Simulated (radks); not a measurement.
Ti XVII, 6 electrons, occupied as [He] 2s2 2p2. All-electron calculation, scalar-relativistic Kohn-Sham, LDA (Slater exchange, VWN5 correlation), spin-polarised, spherical densities, finite nucleus; open shells are filled with parallel spins first; Fermi nuclear charge, rms radius 3.5921 fm. Program: a radial shooting solver on a logarithmic mesh with Libxc functionals. Some entries of the table are withheld. Estimate them.

orbital  occ.  eigenvalue (eV)  r(max) (bohr)  <r^2> (bohr^2)
1s up       1        -5629.721            (1)        0.006480
1s down     1        -5619.285            (2)        0.006457
2s up       1        -1152.833         0.2555             (3)
2s down     1        -1135.826         0.2566             (4)
2p up       2        -1089.109         0.2033             (5)
2p down     0        -1068.644         0.2045             (6)

Answer. 
(1) 1s up r(max) (bohr): 0.04560
(2) 1s down r(max) (bohr): 0.04556
(3) 2s up <r^2> (bohr^2): 0.1048
(4) 2s down <r^2> (bohr^2): 0.1062
(5) 2p up <r^2> (bohr^2): 0.08103
(6) 2p down <r^2> (bohr^2): 0.08250
